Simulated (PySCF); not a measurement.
**Orbital picture of SnO**

CAM-B3LYP at R = 1.823 Å; PySCF, scalar-relativistic core potentials, basis sets Sn def2-TZVPP with ECP28, O def2-TZVPP. State: ¹Σ⁺ (singlet), closed shell. Only the outer orbitals are listed, counted within each symmetry, core potentials removing the inner ones.

```csv
orbital,occ.,ε (eV),on Sn (%),main shells (%)
5σ,2,-25.16,22,"77 O s, 12 Sn d"
6σ,2,-13.44,72,"70 Sn s, 21 O p"
3π,2,-9.23,21,"79 O p, 18 Sn p"
3π,2,-9.23,21,"79 O p, 18 Sn p"
7σ,2,-8.97,44,"55 O p, 24 Sn p, 19 Sn s"
4π,0,-1.35,87,"83 Sn p, 13 O p"
4π,0,-1.35,87,"83 Sn p, 13 O p"
8σ,0,1.02,95,"77 Sn p, 14 Sn d"
```

Q: Which are the highest filled and the lowest empty level, where do they sit, and how wide is the gap?

A: Highest filled 7σ at -8.97 eV (in %: 55 O p, 24 Sn p, 19 Sn s); lowest empty 4π at -1.35 eV (in %: 83 Sn p, 13 O p); the gap at CAM-B3LYP is 7.62 eV.

| Quantity | Value |
| --- | --- |
| bond order (Mayer) | 2.06 |
| ⟨S²⟩ | 0.000 |
| charge on Sn (Mulliken, basis-dependent) | 0.63 |
| charge on Sn (Löwdin, basis-dependent) | 0.46 |
| dipole moment (positive dipole means Sn(−)O(+)) | -4.47 D |
| polarisability along the bond | 46.4 bohr³ |
| polarisability across the bond | 31.8 bohr³ |

Spin–orbit coupling is left out.
